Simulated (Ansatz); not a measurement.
Species: CH$_{4}$BO, charge 0, doublet. CH4BO (SMILES [CH2]BO, doublet).
B3LYP-D3(BJ)/def2-TZVP minimum from Ansatz (a program for electronic structure):
```xyz
7

B     -0.0866    -0.2794     0.4046
H     -0.2886    -0.9395     1.3846
O      0.5073     0.9464     0.5245
H      0.7210     1.1814     1.4325
C     -0.4709    -0.7572    -0.9955
H     -0.2875    -0.1587    -1.8825
H     -0.9448    -1.7142    -1.1802
```
Charge 0, spin multiplicity 2.

Total energies in cc-pVDZ, 17 correlated electrons, 3 frozen orbitals. UHF or UKS for unpaired electrons; spin-orbit terms are left out. Cores are frozen in correlated methods. No relativity.

```json
[
 {"method": "HF", "program": "Ansatz", "energy (Eh)": "-139.76796", "minus CCSDT(Q) (mEh)": "432.29"},
 {"method": "MP2", "program": "Ansatz", "energy (Eh)": "-140.15430", "minus CCSDT(Q) (mEh)": "45.95"},
 {"method": "CCSD", "program": "Ansatz", "energy (Eh)": "-140.18854", "minus CCSDT(Q) (mEh)": "11.71"},
 {"method": "CCSD(T)", "program": "Ansatz", "energy (Eh)": "-140.19855", "minus CCSDT(Q) (mEh)": "1.70"},
 {"method": "CCSDT(Q)", "program": "Ansatz", "energy (Eh)": "-140.20025", "minus CCSDT(Q) (mEh)": "0.00"}
]
```

Rough core times of Ansatz's runs on a shared machine: CCSD(T) under 20 s, CCSDT(Q) 6 min.
